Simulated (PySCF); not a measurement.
A side-by-side comparison of computed properties.

First species: C8H11P.
Atom-mapped SMILES: `[CH3:1][CH:2]=[C:3]=[P:4][C:5]1=[CH:6][CH2:7][CH2:8][CH2:9]1` (hydrogens: H10, H11, H12 on C1; H13 on C2; H14 on C6; H15, H16 on C7; H17, H18 on C8; H19, H20 on C9)

Geometry (GFN2-xTB, Å), atoms numbered from 1 in this order:
```
atom  x, y, z in Å
C1     2.6849   -0.2119   -2.5196
C2     2.4981    0.6901   -1.3355
C3     1.3704    1.2423   -1.0013
P4    -0.0231    2.0582   -0.7021
C5    -0.8543    0.8519    0.3680
C6    -2.0153    1.0731    0.9850
C7    -2.4439   -0.0937    1.8182
C8    -1.4982   -1.2209    1.3686
C9    -0.3127   -0.5151    0.6920
H10    2.9888   -1.2050   -2.1878
H11    1.7638   -0.2935   -3.0910
H12    3.4697    0.1815   -3.1647
H13    3.3828    0.8385   -0.7231
H14   -2.5923    1.9811    0.9356
H15   -2.3132    0.1409    2.8793
H16   -3.4949   -0.3453    1.6664
H17   -2.0087   -1.8552    0.6426
H18   -1.1805   -1.8478    2.2000
H19    0.5424   -0.4192    1.3667
H20    0.0311   -1.0394   -0.2003
```

Second species: C₈H₁₁P.
Cartesian coordinates in Å at the GFN2-xTB level; atoms count from 1:
```
atom  x, y, z in Å
C1     4.483    0.015    0.544
C2     3.636   -0.763    0.207
C3     2.598   -1.655   -0.236
P4     1.519   -0.797   -1.554
C5     0.314   -0.240   -0.601
C6    -0.721    0.232    0.036
C7    -0.714    1.597    0.665
C8    -1.983   -0.581    0.201
C9    -3.077   -0.104   -0.755
H10    5.236    0.673    0.858
H11    3.044   -2.543   -0.695
H12    1.968   -1.957    0.603
H13    0.223    2.109    0.464
H14   -0.844    1.509    1.743
H15   -1.534    2.195    0.271
H16   -1.768   -1.632   -0.002
H17   -2.336   -0.492    1.232
H18   -2.734   -0.176   -1.785
H19   -3.348    0.929   -0.554
H20   -3.967   -0.718   -0.642
```

Levels: PBE0/pcSseg-1 for HOMO energy, LUMO energy and HOMO–LUMO gap. Geometries: GFN2-xTB. Each species is one conformer at its optimised geometry, gas phase, non-relativistic unless stated; the electronic structure was computed with PySCF and density fitting.

The conformers computed, where there is a choice (atom-mapped SMILES and torsion angles):
- `[CH:1]#[C:2][CH2:3][P:4]=[C:5]=[C:6]([CH3:7])[CH2:8][CH3:9]`: C2–C3–P4–C5 -95°, C5–C6–C8–C9 -104°

The conformers of `CC=C=PC1=CCCC1` aren't listed.

Values for the first species:

| Quantity | Value |
| --- | --- |
| HOMO energy | -6.41 eV |
| LUMO energy | -1.30 eV |
| HOMO–LUMO gap | 5.11 eV |

Question: Estimate the same properties for the second species, and the change in each.

Answer: 
```tsv
property	first	second	second less first
HOMO energy	-6.41 eV	-6.72 eV	-0.31 eV
LUMO energy	-1.30 eV	-1.16 eV	+0.14 eV
HOMO–LUMO gap	5.11 eV	5.56 eV	+0.45 eV
```

